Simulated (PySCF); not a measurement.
Electronic structure of Xe (xenon, neutral) at the UHF level

Configuration: [Kr] 4d10 5s1 5p6 6s1, high-spin 3S determinant (an excited configuration). All numbers are calculated (PySCF 2.14, a scalar-relativistic core potential, in aug-cc-pwCVTZ-PP with ECP28MDF (8s7p6d4f1g, 96 functions)).

* Total energy: -327.442849 hartree
* One-electron energy: -565.7185 hartree
* Hartree (Coulomb) energy: 260.5770 hartree
* Exchange energy: -22.3013 hartree
* ⟨S²⟩: 2.0085
* ⟨L²⟩: 0.000
* Sum of ⟨r⟩: 35.13 bohr
* Sum of ⟨r²⟩: 79.58 bohr²

```json
{"shell": "4s α", "electrons": "1", "mean orbital energy (hartree)": "-8.63890", "rms radius, mean of both spins (bohr)": "0.768"}
{"shell": "4s β", "electrons": "1", "mean orbital energy (hartree)": "-8.60893", "rms radius, mean of both spins (bohr)": "0.768"}
{"shell": "4p α", "electrons": "3", "mean orbital energy (hartree)": "-6.37013", "rms radius, mean of both spins (bohr)": "0.819"}
{"shell": "4p β", "electrons": "3", "mean orbital energy (hartree)": "-6.35401", "rms radius, mean of both spins (bohr)": "0.819"}
{"shell": "4d α", "electrons": "5", "mean orbital energy (hartree)": "-2.89756", "rms radius, mean of both spins (bohr)": "0.933"}
{"shell": "4d β", "electrons": "5", "mean orbital energy (hartree)": "-2.88301", "rms radius, mean of both spins (bohr)": "0.933"}
{"shell": "5s α", "electrons": "1", "mean orbital energy (hartree)": "-1.23228", "rms radius, mean of both spins (bohr)": "1.94"}
{"shell": "5p α", "electrons": "3", "mean orbital energy (hartree)": "-0.63977", "rms radius, mean of both spins (bohr)": "2.37"}
{"shell": "5p β", "electrons": "3", "mean orbital energy (hartree)": "-0.52613", "rms radius, mean of both spins (bohr)": "2.37"}
{"shell": "6s α", "electrons": "1", "mean orbital energy (hartree)": "-0.11410", "rms radius, mean of both spins (bohr)": "5.31"}
```

Energies and moments cover only the electrons outside the core potential. The outer electron is Rydberg-like, and this basis confines it to a smaller radius and binds it less than a complete one would.
